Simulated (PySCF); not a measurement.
I3Sn (SMILES [I][Sn-]([I])[I]), charge -1, singlet, geometry from GFN2-xTB (such geometries of metal compounds can be far from the true shape) (core potentials on I, Sn). Base run: PySCF with M062X/def2-SV(P).

The PySCF input:
```python
from pyscf import gto, scf, dft

mol = gto.M(
    atom='''
Sn   -0.011992   -0.009554    0.940128
I    -1.993565   -1.586267   -0.337265
I    -0.374094    2.527614   -0.274801
I     2.378972   -0.932333   -0.274846
''',
    basis='def2-sv(p)',
    ecp={'I': 'def2-sv(p)', 'Sn': 'def2-sv(p)'},
    charge=-1,
    spin=0,
    verbose=4,
)

mf = dft.RKS(mol)
mf.xc = 'm062x'
mf.kernel()
```

The base run was repeated with changes; each row names its change, and settings that it needs were set with it.

| change | ΔE vs base (mEh) | fitting functions | outcome |
|---|---|---|---|
| base | 0.000 | - | converged |
| exchange = seminumerical (SGX) (with mf = sgx.sgx_fit(mf, auxbasis='def2-universal-jfit'); with mf.with_df.dfj = True) | -0.257 | 232 | converged |
| auxbasis = def2-universal-jfit | 7273.0 | 232 | converged |
| auxbasis = even-tempered beta=2.0 | -0.139 | 904 | converged |
| auxbasis = even-tempered beta=1.6 | 0.036 | 1296 | converged |
| only_dfj = on; auxbasis = def2-universal-jfit | -0.258 | 232 | converged |
| auxbasis = def2-universal-jkfit | 0.036 | 872 | converged |
| auxbasis = cc-pvtz-ri | - | - | input refused |
| auxbasis = even-tempered beta=3.0 | -201.6 | 583 | converged |
| auxbasis = def2-tzvp-ri | - | - | input refused |

A fitting set is made for a task (jfit for Coulomb, jkfit for Coulomb and exchange, ri for correlation) and for a family of orbital bases.

- auxbasis = cc-pvtz-ri: ended with `pyscf.lib.exceptions.BasisNotFoundError: Basis set not found for I in cc-pvtz-ri`
- auxbasis = def2-tzvp-ri: ended with `pyscf.lib.exceptions.BasisNotFoundError: Basis set not found for I in def2-tzvp-ri`
